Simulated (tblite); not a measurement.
C₄H₈ClFSi₂.
Atom-mapped SMILES: `[CH2:1]=[CH:2][Si@@H:3]([Cl:4])/[C:5]([F:6])=[CH:7]\[SiH3:8]` (hydrogens: H9, H10 on C1; H11 on C2; H12 on Si3; H13 on C7; H14, H15, H16 on Si8)

Computed geometry: GFN2-xTB, gas phase.

**Question.** Give the optimised bond lengths and angles.

**Answer.** 
```
                     bond  length (pm)   order
                    C1=C2        132.5  double
                   C2–Si3        188.1  single
                  Si3–Cl4        202.1  single
                   Si3–C5        190.3  single
                    C5–F6        137.0  single
                    C5=C7        132.7  double
                   C7–Si8        187.9  single
                    C1–H9        107.9  single
                   C1–H10        107.8  single
                   C2–H11        108.3  single
                  Si3–H12        146.4  single
                   C7–H13        108.4  single
Si8–H14, Si8–H15, Si8–H16        146.4  single
```

Bonds in one row agree within 1 pm and their mean is given. Orders are formal, as drawn. A selection of angles:
```
     angle  degrees
 C1–C2–Si3    125.1
C2–Si3–Cl4    110.6
 C2–Si3–C5    107.8
Cl4–Si3–C5    108.4
 Si3–C5–F6    112.6
 Si3–C5–C7    129.8
  F6–C5–C7    117.5
 C5–C7–Si8    125.5
```

Dihedral angles: C1–C2–Si3–Cl4 -1° (synperiplanar); C2–Si3–C5–F6 -8° (synperiplanar); Si3–C5–C7–Si8 0° (synperiplanar).

Si8 (SiH3 silicon) is tetrahedral (angles from 107.0° to 110.3°). Of the pairs four or more bonds apart, Cl4···H10 is among the closest relative to their van der Waals radii: 2.94 Å, 100 % of the sum of Bondi's values. The 3 C–Si bonds span 1.879 Å (C7–Si8, drawn single) to 1.903 Å (Si3–C5, drawn single), a spread of 0.024 Å. Si3 (chlorine-bound silicon) is tetrahedral (angles from 107.8° to 112.3°).

Point group: C1 (no symmetry element, even within 0.4 Å). GFN2-xTB frequencies show an imaginary mode (33i cm⁻¹), so the point is no minimum at that level. 3 starts were optimised and ended at 0.00, 0.00 and 0.46 kcal/mol (GFN2-xTB); the lowest of these is shown.

Hardware: Arm Neoverse N1, one thread, no GPU, shared host. Cost: 1.8 s wall. That covers the optimisation of the geometry.
